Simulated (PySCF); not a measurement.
PySCF input for SnH₂Cl₂, SMILES [Cl][SnH2][Cl], TDDFT-B3LYP/def2-SVPD. Geometry: PBE-D3(BJ)/def2-SVP. The def2 effective core potentials stand for the cores of Sn; spin–orbit coupling is left out.

```python
import numpy as np
from pyscf import gto, scf, dft, tdscf

mol = gto.M(
    atom='''
    Sn   -0.00000000    0.00000000   -0.53377931
    Cl    1.90374160   -0.00000000    0.86796988
    Cl   -1.90374159   -0.00000000    0.86796988
    H     0.00000000   -1.47955114   -1.41100526
    H     0.00000000    1.47955115   -1.41100524
    ''',
    basis='def2-SVPD',
    ecp={'Sn': 'def2-svp'},
    charge=0,
    spin=0,
    symmetry=True,
    max_memory=1600,
    verbose=4,
)
mf = dft.RKS(mol, xc='b3lyp').density_fit(auxbasis='def2-universal-jkfit')
mf.grids.level = 3
mf.conv_tol = 1e-9
mf.max_cycle = 100
mf.kernel()
mf.grids = dft.Grids(mol).set(level=1).build(with_non0tab=True)  # coarser grid for the response kernel
td = tdscf.TDDFT(mf)
td.singlet = True
td.nstates = 10
td.conv_tol = 1e-4
td.kernel(x0=td.get_init_guess(mf, 15))
td.analyze()
tt = tdscf.TDA(mf)
tt.singlet = False
tt.nstates = 4
tt.conv_tol = 1e-4
tt.kernel(x0=tt.get_init_guess(mf, 9))
tt.analyze(verbose=3)
```

Output:

```
PySCF version 2.14.0

[INPUT] verbose = 4
[INPUT] num. atoms = 5
[INPUT] num. electrons = 58
[INPUT] charge = 0
[INPUT] spin (= nelec alpha-beta = 2S) = 0
[INPUT] symmetry True subgroup None
[INPUT] Mole.unit = angstrom
[INPUT] Symbol           X                Y                Z      unit          X                Y                Z       unit  Magmom
[INPUT]  1 Sn     0.000000000000   0.000000000000  -0.533779310000 AA    0.000000000000   0.000000000000  -1.008696706859 Bohr   0.0
[INPUT]  2 Cl     1.903741600000   0.000000000000   0.867969880000 AA    3.597550235941   0.000000000000   1.640225357572 Bohr   0.0
[INPUT]  3 Cl    -1.903741590000   0.000000000000   0.867969880000 AA   -3.597550217044   0.000000000000   1.640225357572 Bohr   0.0
[INPUT]  4 H      0.000000000000  -1.479551140000  -1.411005260000 AA    0.000000000000  -2.795946441888  -2.666413501721 Bohr   0.0
[INPUT]  5 H      0.000000000000   1.479551150000  -1.411005240000 AA    0.000000000000   2.795946460785  -2.666413463926 Bohr   0.0

nuclear repulsion = 232.156761279929
point group symmetry = C2v
symmetry origin: [ 3.73550509e-09  2.19735594e-10 -1.75788475e-09]
symmetry axis x: [1.00000000e+00 7.58014779e-20 1.85881007e-09]
symmetry axis y: [ 6.53366044e-19  1.00000000e+00 -3.92276767e-10]
symmetry axis z: [-1.85881007e-09  3.92276545e-10  1.00000000e+00]
num. orbitals of irrep A1 = 40
num. orbitals of irrep A2 = 13
num. orbitals of irrep B1 = 28
num. orbitals of irrep B2 = 21
number of shells = 42
number of NR pGTOs = 177
number of NR cGTOs = 102
basis = def2-SVPD
ecp = {'Sn': 'def2-svp'}


[settings echo left out]
init E= -1112.63762817955
HOMO (B1) = -0.692506697433776  LUMO (A1) = -0.596628612555861  gap/eV = 2.60898
cycle= 1 E= -1134.01855925701  delta_E= -21.4  |g|= 2.76  |ddm|= 8.55
HOMO (B2) = -0.0432889710742179  LUMO (A1) = 0.00131767457764909  gap/eV = 1.21381
cycle= 2 E= -1132.89004808096  delta_E= 1.13  |g|=  3.9  |ddm|= 8.55
HOMO (B2) = -0.311179680899436  LUMO (A1) = -0.0634593823938019  gap/eV = 6.74081
cycle= 3 E= -1135.77472813037  delta_E= -2.88  |g|= 0.224  |ddm|= 3.68
HOMO (B1) = -0.311627920759449  LUMO (A1) = -0.0877540332881917  gap/eV = 6.09192
cycle= 4 E= -1135.78609121219  delta_E= -0.0114  |g|= 0.159  |ddm|= 0.521
HOMO (B2) = -0.324451576446495  LUMO (A1) = -0.0864108089514772  gap/eV = 6.47742
cycle= 5 E= -1135.79430548312  delta_E= -0.00821  |g|= 0.0201  |ddm|= 0.219
HOMO (B2) = -0.321104049072723  LUMO (A1) = -0.0829072268034281  gap/eV = 6.48167
cycle= 6 E= -1135.79442929465  delta_E= -0.000124  |g|= 0.00411  |ddm|= 0.0442
HOMO (B2) = -0.32153387274393  LUMO (A1) = -0.0831437291391808  gap/eV = 6.48693
cycle= 7 E= -1135.79443454353  delta_E= -5.25e-06  |g|= 0.000709  |ddm|= 0.00641
HOMO (B2) = -0.321513328722941  LUMO (A1) = -0.0831158574415056  gap/eV = 6.48713
cycle= 8 E= -1135.79443468171  delta_E= -1.38e-07  |g|= 0.000149  |ddm|= 0.00109
HOMO (B2) = -0.321515256444605  LUMO (A1) = -0.0831286321961855  gap/eV = 6.48683
cycle= 9 E= -1135.79443469014  delta_E= -8.43e-09  |g|= 2.99e-05  |ddm|= 0.000228
HOMO (B2) = -0.321515073367513  LUMO (A1) = -0.0831298146739954  gap/eV = 6.48679
cycle= 10 E= -1135.79443469042  delta_E= -2.85e-10  |g|= 5.22e-06  |ddm|= 3.78e-05
HOMO (B2) = -0.321514822211482  LUMO (A1) = -0.0831294826347388  gap/eV = 6.48680
Extra cycle  E= -1135.79443469042  delta_E= 4.55e-13  |g|= 4.07e-06  |ddm|= 1.35e-05
converged SCF energy = -1135.79443469042
tot grids = 25608


******** <class 'pyscf.tdscf.rks.TDDFT'> for <class 'pyscf.df.df_jk.DFSymAdaptedRKS'> ********
nstates = 10 singlet
deg_eia_thresh = 1.000e-03
wfnsym = None
conv_tol = 0.0001
eigh lindep = 1e-12
eigh level_shift = 0
eigh max_cycle = 100


Excitation energies (eV)
[5.52968365 5.60972271 5.64689757 5.77933552 6.46054452 6.62542977
 6.75282495 6.93207088 7.08382901 7.19894401]

** Singlet excitation energies and oscillator strengths **
Excited State   1:   B2      5.52968 eV    224.22 nm  f=0.0315
      29 -> 30       -0.69297
Excited State   2:   B1      5.60972 eV    221.02 nm  f=0.0258
      26 -> 31        0.13431
      28 -> 30       -0.68794
Excited State   3:   A2      5.64690 eV    219.56 nm  f=0.0000
      27 -> 30        0.69916
Excited State   4:   A1      5.77934 eV    214.53 nm  f=0.0261
      26 -> 30        0.69583
Excited State   5:   A2      6.46054 eV    191.91 nm  f=0.0000
      29 -> 31       -0.69948
Excited State   6:   A1      6.62543 eV    187.13 nm  f=0.0020
      25 -> 30       -0.10303
      28 -> 31        0.69183
Excited State   7:   B2      6.75282 eV    183.60 nm  f=0.0079
      27 -> 31       -0.70053
Excited State   8:   B1      6.93207 eV    178.86 nm  f=0.0046
      24 -> 30        0.24994
      26 -> 31        0.64525
Excited State   9:   B2      7.08383 eV    175.02 nm  f=0.0021
      23 -> 30        0.17613
      29 -> 32       -0.67835
Excited State  10:   B1      7.19894 eV    172.23 nm  f=0.0000
      24 -> 30        0.23530
      28 -> 32        0.66472

** Transition electric dipole moments (AU) **
state          X           Y           Z        Dip. S.      Osc.
  1         0.0000     -0.4821     -0.0000      0.2324      0.0315
  2        -0.4337      0.0000      0.0000      0.1881      0.0258
  3         0.0000      0.0000      0.0000      0.0000      0.0000
  4         0.0000     -0.0000      0.4290      0.1840      0.0261
  5        -0.0000     -0.0000     -0.0000      0.0000      0.0000
  6        -0.0000     -0.0000     -0.1114      0.0124      0.0020
  7         0.0000     -0.2183     -0.0000      0.0477      0.0079
  8         0.1651     -0.0000     -0.0000      0.0273      0.0046
  9        -0.0000      0.1090     -0.0000      0.0119      0.0021
 10         0.0069      0.0000     -0.0000      0.0000      0.0000

WARN: ECP detected. Skipping calculation of transition velocity and magnetic dipole moments, which have not yet been implemented.



******** <class 'pyscf.tdscf.rks.TDA'> for <class 'pyscf.df.df_jk.DFSymAdaptedRKS'> ********
nstates = 4 triplet
deg_eia_thresh = 1.000e-03
wfnsym = None
conv_tol = 0.0001
eigh lindep = 1e-12
eigh level_shift = 0
eigh max_cycle = 100


Excitation energies (eV)
[4.93781462 5.13939757 5.29216599 5.33774509]

** Triplet excitation energies and oscillator strengths **
Excited State   1:   B2      4.93781 eV    251.09 nm  f=0.0000
Excited State   2:   B1      5.13940 eV    241.24 nm  f=0.0000
Excited State   3:   A2      5.29217 eV    234.28 nm  f=0.0000
Excited State   4:   A1      5.33775 eV    232.28 nm  f=0.0000
```

The run converged.

Cost: around 40 core-seconds (rough).
